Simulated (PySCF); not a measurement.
`[Br][GeH2][CH]1CC1`, C3H7BrGe

Geometry:
```csv
atom,x (Å),y (Å),z (Å)
Br1,1.941,0.943,1.796
Ge2,1.714,-0.048,-0.240
C3,-0.201,-0.310,-0.586
C4,-1.154,-0.611,0.535
C5,-1.202,0.717,-0.139
H6,2.518,-1.330,-0.157
H7,2.395,0.883,-1.221
H8,-0.406,-0.797,-1.532
H9,-0.772,-0.646,1.547
H10,-1.949,-1.318,0.349
H11,-0.851,1.576,0.419
H12,-2.031,0.939,-0.795
```

Method: GIAO PBE/pcSseg-1 magnetisability, rotational g tensor and spin-rotation constants, non-relativistic, gas phase in PySCF. Geometry: GFN2-xTB.

The calculation is non-relativistic, which matters for the atoms heavier than Zn.

Question: Give the nuclear spin-rotation constants along the inertial axes (H = +C I·J) beside the isotropic shieldings.

Answer: Rotational constants 2.9007, 1.3597, 1.0099 GHz. A star marks the isotopologue with that one atom substituted, in its own axes.
```
atom  isotope  Caa (kHz)  Cbb (kHz)  Ccc (kHz)  mean (kHz)  σ (ppm)
 Br1     79Br      1.004      0.478      0.458       0.647   2870.7
  H6       1H     -0.239     -0.061      0.003      -0.099     26.0
  H7       1H     -0.241     -0.064      0.006      -0.100     26.0
  H8       1H     -0.123     -0.083     -0.119      -0.109     31.3
  H9       1H     -0.136     -0.113     -0.080      -0.110     30.9
 H10       1H     -0.098     -0.140     -0.075      -0.104     31.0
 H11       1H     -0.142     -0.116     -0.076      -0.112     31.0
 H12       1H     -0.092     -0.142     -0.076      -0.103     31.0
 Ge2    73Ge*     -0.834     -0.415     -0.347      -0.532   1293.7
  C3     13C*      0.189      0.256      0.130       0.192    177.8
  C4     13C*      0.203      0.186      0.166       0.185    179.9
```
For the geometry as given, no vibrational averaging.

Question: How do the rotational constants and the g tensor change when H6, H7, H8, H9, H10, H11, H12 are replaced by deuterium?

Answer: Constants 2.5174, 1.2289, 0.9227 GHz; g 0.0042, -0.0022, -0.0011, against 0.0051, -0.0024, -0.0011 before.
